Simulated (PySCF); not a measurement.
PySCF input file for silacyclobutane cation (C3H8Si), SMILES C1C[SiH2]C1 (connectivity only; charge and spin as stated), charge +1, multiplicity 2, SMD-M06-2X/def2-SVP. Geometry optimised at B3LYP-D3(BJ)/def2-SVP. A frequency run showed that this geometry is not a minimum. The spin state was assumed, not searched.

```python
import numpy as np
from pyscf import gto, scf, dft
from pyscf.solvent import smd

mol = gto.M(
    atom='''
    C    -0.00000000    0.00000000    1.53828053
    C     0.00000000    1.10284471    0.47723910
    Si    0.00000000   -0.00000000   -1.20599314
    C    -0.00000000   -1.10284471    0.47723911
    H    -0.89536838    0.00000001    2.17080607
    H     0.89536838    0.00000001    2.17080608
    H    -0.93778896    1.67588192    0.38857076
    H     0.93778897    1.67588192    0.38857076
    H     1.25473593   -0.00000001   -1.98427185
    H    -1.25473593   -0.00000000   -1.98427186
    H    -0.93778897   -1.67588191    0.38857077
    H     0.93778896   -1.67588191    0.38857078
    ''',
    basis='def2-SVP',
    charge=1,
    spin=1,
    max_memory=1600,
    verbose=3,
)
mf = dft.UKS(mol, xc='m06-2x').density_fit(auxbasis='def2-universal-jkfit')
mf.grids.level = 4
mf.conv_tol = 1e-9
mf.max_cycle = 100
mf.kernel()
fine, coarse = mf.grids, dft.Grids(mol).set(level=1).build(with_non0tab=True)
for _ in range(3):  # follow internal instabilities
    mf.grids = coarse
    mo, _, stable, _ = mf.stability(return_status=True, nroots=4)
    mf.grids = fine
    if stable:
        break
    mf.kernel(mf.make_rdm1(mo, mf.mo_occ))
res = {}
for name in ['water', 'cyclohexanone', '1-octanol']:
    s = mf.SMD()
    s.with_solvent.solvent, s.with_solvent.sasa_ng = name, 194
    s.kernel(mf.make_rdm1())
    res[name] = (s.e_tot, s.with_solvent.get_cds(), s.dip_moment(), s.mo_energy, s.converged)
    print(f'SMD {name}: dG(solv) = {(s.e_tot - mf.e_tot) * 627.509474:.3f} kcal/mol, of which CDS {res[name][1] * 627.509474:.3f}')
```

It prints:

```

WARN: HOMO -0.231699808538182 >= LUMO -0.231699808538181

converged SCF energy = -407.994374840001  <S^2> = 0.75327877  2S+1 = 2.0032761
<class 'pyscf.df.df_jk.DFUKS'> wavefunction is stable in the internal stability analysis
converged SCF energy = -408.084948364438  <S^2> = 0.75326736  2S+1 = 2.0032647

WARN: System has nonzero charge 1; the dipole moment is origin-dependent.
Location of origin: [0. 0. 0.]

Dipole moment(X, Y, Z, Debye): -0.00000, -0.00000, -0.80858
SMD water: dG(solv) = -56.836 kcal/mol, of which CDS 2.970
converged SCF energy = -408.085270328257  <S^2> = 0.75326863  2S+1 = 2.003266

WARN: System has nonzero charge 1; the dipole moment is origin-dependent.
Location of origin: [0. 0. 0.]

Dipole moment(X, Y, Z, Debye): -0.00000, -0.00000, -0.80658
SMD cyclohexanone: dG(solv) = -57.038 kcal/mol, of which CDS -0.334
converged SCF energy = -408.08200418102  <S^2> = 0.75326947  2S+1 = 2.0032668

WARN: System has nonzero charge 1; the dipole moment is origin-dependent.
Location of origin: [0. 0. 0.]

Dipole moment(X, Y, Z, Debye): -0.00000, -0.00000, -0.80542
SMD 1-octanol: dG(solv) = -54.988 kcal/mol, of which CDS -0.547
```

Self-consistency was reached.
